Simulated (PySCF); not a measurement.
Substituent effects on chemical shifts

Parent skeleton `[NH2:1][SiH2:2][CH2:3][SiH2:4][SiH3:5]`; one hydrogen on atom 2 is replaced by X. Hydrogens on one atom are averaged.

Method: GFN2-xTB structure, PBE0/pcSseg-1 with gauge-including orbitals, in PySCF 2.14 (equivalent nuclei averaged, non-relativistic, isolated molecule, a single conformation).

δ = σ(ref) − σ, references computed at the same level: 15N (267.73 ppm) vs NH3; TMS for 29Si (349.16 ppm), 13C (186.93 ppm), 1H (31.72 ppm).

Parent (X = H): N1 10.5, Si2 -32.6, C3 -6.9, Si4 -83.1, Si5 -119.0, H(Si2) 4.85, H(C3) 0.19, H(Si4) 4.12, H(Si5) 3.40 ppm. Effects are Δδ = δ(X) − δ(H), positive for deshielding.

Q: Give Δδ (ppm) for X = NHCH3, CHF2, CH2SiH3, allyl, N=CH2, CHO, ethynyl, COOCH3, CH2OCH3.

A: 
| X | SMILES | N1 | Si2 | C3 | Si4 | Si5 | H(Si2) | H(C3) | H(Si4) | H(Si5) |
| --- | --- | --- | --- | --- | --- | --- | --- | --- | --- | --- |
| NHCH3 | CN[Si@H](N)C[SiH2][SiH3] | +17.6 | +11.6 | +0.9 | +1.8 | +2.9 | +0.05 | -0.35 | -0.02 | +0.06 |
| CHF2 | N[Si@@H](C[SiH2][SiH3])C(F)F | -0.6 | +8.8 | -0.7 | +0.1 | +0.5 | +0.02 | -0.14 | +0.00 | +0.08 |
| CH2SiH3 | N[Si@H](C[SiH3])C[SiH2][SiH3] | +17.7 | +24.6 | +0.4 | +4.0 | +3.5 | -0.06 | -0.30 | +0.04 | +0.05 |
| allyl | C=CC[Si@@H](N)C[SiH2][SiH3] | +9.1 | +11.6 | +1.8 | +1.3 | +3.9 | +0.32 | -0.30 | -0.03 | +0.07 |
| N=CH2 | C=N[Si@@H](N)C[SiH2][SiH3] | +7.2 | +17.7 | +7.0 | -2.0 | +3.7 | +0.47 | -0.07 | -0.05 | -0.09 |
| CHO | N[Si@@H](C=O)C[SiH2][SiH3] | -0.8 | -2.9 | -0.3 | +3.8 | +1.0 | +0.21 | -0.10 | +0.18 | +0.10 |
| ethynyl | C#C[Si@@H](N)C[SiH2][SiH3] | +12.2 | -9.5 | +1.8 | +1.3 | -0.9 | -0.06 | -0.01 | +0.10 | +0.02 |
| COOCH3 | COC(=O)[Si@@H](N)C[SiH2][SiH3] | +5.4 | +0.9 | +1.3 | +1.3 | +1.8 | +0.25 | +0.02 | +0.07 | +0.06 |
| CH2OCH3 | COC[Si@@H](N)C[SiH2][SiH3] | +4.6 | +17.5 | -3.0 | +2.6 | +2.1 | -0.20 | -0.22 | -0.13 | +0.02 |

Q: Which position responds most, and to which substituents?

A: Si2: from -9.5 ppm with ethynyl to +24.6 ppm with CH2SiH3.

Experimental scales use liquid or dissolved standards, which lie at an offset from isolated NH3 (liquid NH3: subtract about 20 ppm).
